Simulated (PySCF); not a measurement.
# Electron correlation in Se (selenium, neutral)

[Ar] 3d10 4s2 4p4, high-spin 3P determinant. All numbers are calculated (PySCF 2.14, scalar relativity by spin-free X2C-1e, in cc-pVDZ-DK (5s4p2d, 27 functions)). Frozen: [Ar] 3d10; 6 electrons correlated.

MP2 pair energies summed by pair of shells (mhartree):

| pair | energy | share (%) |
| --- | --- | --- |
| 4p-4p | -33.23 | 46.8 |
| 4s-4p | -31.46 | 44.3 |
| 4s-4s | -6.34 | 8.9 |

Total MP2 correlation energy: -71.03 mhartree.

Same-spin part -17.68 and opposite-spin part -53.35 mhartree; SCS-MP2 scales them by 1/3 and 6/5 to -69.92 mhartree.

```
  level  correlation energy (mhartree)
   CCSD                         -86.43
    (T)                          -0.83
CCSD(T)                         -87.26
```

Diagnostics: T1 = 0.0061, D1 = 0.0199, largest double amplitude 0.051.

Question: Is a single reference adequate?

Answer: Yes, within this model without spin-orbit coupling: T1 lies below 0.03 and no double amplitude reaches 0.07.
